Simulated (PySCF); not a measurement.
# MoH4: breathing scan

These are results of Ur2SCAN in PySCF with Mo def2-TZVP with ECP28, H def2-TZVP; scalar-relativistic core potentials, no spin–orbit coupling; density-fitted integrals, not measurements.

Rigid scan from the triplet minimum (Mo–H 1.689 Å (×4); H–Mo–H 109.5° (×6)). Coordinate: all bonds to the central atom scaled together. Energies in kJ/mol from the minimum.

```tsv
scale of all bonds to the centre	E (kJ/mol)	⟨S²⟩
0.88	146.9	2.01
0.92	59.5	2.02
0.96	13.6	2.02
1.00	0.0	2.03
1.04	11.3	2.05
1.08	41.4	2.07
1.14	111.2	2.13
1.22	229.4	2.34
1.35	425.4	3.10
```

Spin contamination is strong at 1.22, 1.35, so these points are less reliable.

Open d and f shells are described by one determinant, and the ground state may have another occupation or spin.

Other isomers or separated fragments may lie lower.
